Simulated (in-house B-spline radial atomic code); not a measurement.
Atomic self-consistent-field run: S7+. Level of theory: non-relativistic LC-wPBE, spin-polarised, spherical fractional occupations, exact exchange averaged over the configuration, point nucleus; calculated with a radial B-spline atomic code at the basis-set limit.

Command:
```bash
python run_scf.py task.json out
```
Settings:
```
Z                16
configuration    [He] 2s2 2p5
hamiltonian      nr
method           lc_wpbe
spin_polarised   True
exact_exchange   averaged over the configuration
```

Output (hartree, bohr):
```
 radial grid: 39 intervals, B-splines of order 8, outer radius 5.1948 bohr

 iter        energy (Eh)    residual
    1        -371.186946    8.39e-01
    2        -377.035659    2.28e-01
    3        -377.417905    8.72e-02
    4        -377.473806    3.32e-02
    5        -377.482085    8.57e-03
    6        -377.482739    6.27e-05
    7        -377.482739    4.18e-06
    8        -377.482739    1.28e-07

 total energy                      -377.48274
 kinetic                             377.1232
 electron-nucleus                   -845.2700
 Hartree                             111.7616
 exact exchange                       -1.7874
 exchange-correlation                -19.3101

 orbital      occ     eigenvalue          <r>       <r^2>       <1/r>     <1/r^3>       r_max
 1s up      1.000       -94.6515    0.0972154   0.0127021     15.5662           -     0.06369
 1s down    1.000       -94.5788    0.0971572   0.0126852     15.5731           -     0.06367
 2s up      1.000       -13.4640     0.463798    0.254271      3.1609           -      0.3823
 2s down    1.000       -13.3193     0.465601    0.256348     3.14633           -      0.3831
 2p up      3.000       -11.5859     0.419242    0.216915     3.08169     88.2949      0.3168
 2p down    2.000       -11.4289     0.421549    0.219536     3.06892     87.6064      0.3179
```

Time taken, with all properties: 0.23 s on 1 thread of Arm Neoverse N1, on a shared host.
